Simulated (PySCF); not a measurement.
H5NOSn, SMILES [SnH2]([NH2])[OH].

Coordinates come from a r2SCAN-D4/def2-SVP optimisation. A frequency run showed that this geometry is not a minimum. The def2 effective core potentials stand for the cores of Sn; spin–orbit coupling is left out. One conformer was computed; it need not be the lowest.

These are r2SCAN-D4/def2-SVP (PySCF) values and carry that method's errors.

Frequencies are harmonic and unscaled.

Problem. List the normal modes with their intensities. (An estimate is asked for; the answer gives what the named calculation found.)

Solution. 
| mode | ν (cm⁻¹) | IR (km/mol) | Raman (Å⁴/amu) | depolarisation | moving atoms (share of kinetic energy) |
|---|---|---|---|---|---|
| 1 | 31i | 59.5 | 2.5 | 0.75 | H 94 % |
| 2 | 169 | 16.4 | 3.2 | 0.75 | O 38 %, N 32 %, H 18 %, Sn 12 % |
| 3 | 176 | 80.6 | 0.7 | 0.75 | H 92 % |
| 4 | 398 | 52.1 | 8.5 | 0.75 | H 90 % |
| 5 | 535 | 105.0 | 11.4 | 0.18 | N 53 %, H 45 % |
| 6 | 540 | 3.9 | 25.8 | 0.75 | H 95 % |
| 7 | 597 | 96.8 | 9.2 | 0.15 | O 86 %, Sn 13 % |
| 8 | 611 | 86.6 | 9.6 | 0.15 | H 64 %, N 26 %, Sn 10 % |
| 9 | 673 | 104.2 | 15.8 | 0.75 | H 80 %, N 19 % |
| 10 | 690 | 115.0 | 27.3 | 0.71 | H 97 % |
| 11 | 810 | 65.1 | 1.1 | 0.75 | H 92 % |
| 12 | 863 | 28.8 | 3.3 | 0.75 | H 89 %, N 10 % |
| 13 | 1543 | 9.9 | 4.1 | 0.74 | H 92 %, N 8 % |
| 14 | 1908 | 103.4 | 277.3 | 0.10 | H 100 % |
| 15 | 1917 | 223.4 | 94.8 | 0.75 | H 99 % |
| 16 | 3512 | 10.7 | 148.0 | 0.10 | H 96 % |
| 17 | 3612 | 15.8 | 83.0 | 0.75 | H 92 %, N 8 % |
| 18 | 3834 | 38.9 | 165.3 | 0.28 | H 94 % |
